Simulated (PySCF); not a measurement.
CH₆MgOSi (SMILES [CH3][Mg][O][SiH3]), singlet, geometry from GFN2-xTB (such geometries of metal compounds can be far from the true shape). Base run: CASSCF(6,5)/STO-3G in PySCF.

Here is a job for PySCF.
```python
from pyscf import gto, scf, mcscf
import numpy

mol = gto.Mole()
mol.atom = '''
    Mg   -0.34070015    0.10170999    1.30983626
    C    -1.82295132    1.50203206    1.71507861
    H    -2.50855082    1.15597099    2.48058177
    H    -2.35754365    1.65362157    0.78154807
    H    -1.36841425    2.43702297    2.02776848
    O     0.37362159   -0.31996842   -0.25504715
    Si    1.03905926   -0.73722157   -1.64782926
    H     0.03058579   -1.41998839   -2.48027717
    H     2.16670806   -1.65102250   -1.37299012
    H     1.52752203    0.47253235   -2.33515085
'''
mol.basis = 'sto-3g'
mol.verbose = 4
mol.build()

mf = scf.RHF(mol)
mf.kernel()
mc = mcscf.CASSCF(mf, 5, 6)
mc.fix_spin_(ss=0.0)
mc.kernel()
occ = numpy.linalg.eigvalsh(mc.fcisolver.make_rdm1(mc.ci, mc.ncas, mc.nelecas))[::-1]
ss = mc.fcisolver.spin_square(mc.ci, mc.ncas, mc.nelecas)[0]
print('natural occupations', occ.round(4), ' <S^2>', round(ss, 4))
```

Each row names what was changed in the base input (with any setting that the change needs).

| change | ΔE vs base (mEh) | natural occupations | <S^2> of the state | outcome |
|---|---|---|---|---|
| base | 0.000 | 2.00 2.00 1.97 0.03 0.00 | 0.00 | converged |
| orbitals = fixed (CASCI) | 15.159 | 2.00 2.00 1.99 0.01 0.00 | 0.00 | converged |
| fix_spin_ = off | 0.000 | 2.00 2.00 1.97 0.03 0.00 | 0.00 | converged |
| orbitals = fixed (CASCI); correction = SC-NEVPT2 | -144.1 | 2.00 2.00 1.99 0.01 0.00 | 0.00 | converged |
| conv_tol = 1e-5 | 0.000 | 2.00 2.00 1.97 0.03 0.00 | 0.00 | converged |
| active space = 6 electrons, 7 orbitals | - | - | - | not converged |
| active space = 10 electrons, 9 orbitals | -41.790 | 2.00 1.99 1.98 1.98 1.97 0.03 0.03 0.02 0.01 | 0.00 | converged |
| correction = SC-NEVPT2 | -144.1 | 2.00 2.00 1.97 0.03 0.00 | 0.00 | converged |
| start = MP2 natural orbitals | -9.999 | 2.00 1.98 1.97 0.03 0.02 | 0.00 | converged |
| active space = 8 electrons, 9 orbitals | -35.458 | 1.99 1.99 1.98 1.97 0.03 0.02 0.01 0.01 0.00 | 0.00 | converged |
| active space = 4 electrons, 6 orbitals | - | - | - | not converged |

Active orbitals are taken around the Fermi level unless the row says otherwise; CASSCF can end in different local minima, and two programs can end on different orbitals. State-averaged rows give the lowest state.
